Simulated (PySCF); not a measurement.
C3H7ClSi, SMILES C1CC1[SiH2]Cl. Coordinates come from a PBE0-D3(BJ)/def2-SVP optimisation. This is a generated structure with no PubChem entry under its InChIKey; it may be hypothetical. The values are those of a single conformer.

Give the equilibrium geometry at PBE0-D3(BJ)/def2-SVP (PySCF confirms it by a frequency run) as a Z-matrix. (The exact figures need the calculation; the answer reports its results.)

Several could match; the one computed here: 
```
C
H 1 1.0958
C 1 1.5089 2 115.73
H 3 1.0931 1 117.30 2 3.08
H 3 1.0947 4 113.84 1 -144.43
C 3 1.4907 4 118.44 5 -145.97
H 6 1.0931 3 118.60 4 -0.18
H 6 1.0949 7 113.81 3 -145.98
Si 1 1.8515 2 115.55 3 147.68
H 9 1.4905 1 112.10 2 54.61
H 9 1.4925 10 110.15 1 -121.26
Cl 9 2.0767 10 107.20 11 -117.24
```
Charge 0, spin multiplicity 1.
